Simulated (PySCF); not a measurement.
C3H6BNO, SMILES OB1NCC1=C.

The structure is a stationary point at r2SCAN-D4/def2-SVP. This is a generated structure with no PubChem entry under its InChIKey; it may be hypothetical. One conformer was computed; it need not be the lowest.

Calculation: TDDFT-PBE/def2-SVPD (PySCF 2.14.0).

Vertical excitations. The molecule is in vacuum. State labels are in the subgroup Cs.

Computed lowest excited states:
```tsv
state	symmetry	energy (eV)	λ (nm)	f	main pairs
S1	A'	5.08	244	0.021	HOMO→LUMO 89 %
S2	A"	5.52	225	0.002	HOMO→LUMO+1 100 %
S3	A"	5.80	214	0.000	HOMO−1→LUMO+1 97 %
S4	A"	5.87	211	0.000	HOMO−2→LUMO 97 %
S5	A'	6.39	194	0.384	HOMO−1→LUMO 83 %
S6	A"	6.43	193	0.001	HOMO→LUMO+2 99 %
S7	A'	6.54	190	0.009	HOMO−2→LUMO+1 97 %
S8	A"	6.66	186	0.013	HOMO→LUMO+3 99 %
S9	A"	6.71	185	0.000	HOMO−1→LUMO+2 100 %
S10	A"	6.90	180	0.018	HOMO−1→LUMO+3 100 %
T1	A'	3.98	311	0	HOMO−1→LUMO 77 %, HOMO→LUMO 21 %
T2	A'	4.40	282	0	HOMO→LUMO 78 %, HOMO−1→LUMO 21 %
T3	A"	5.26	236	0	HOMO−2→LUMO 100 %
T4	A"	5.43	228	0	HOMO→LUMO+1 99 %
```
Triplets are in the Tamm–Dancoff approximation, which puts them higher than full response would, so one can lie above its singlet here.
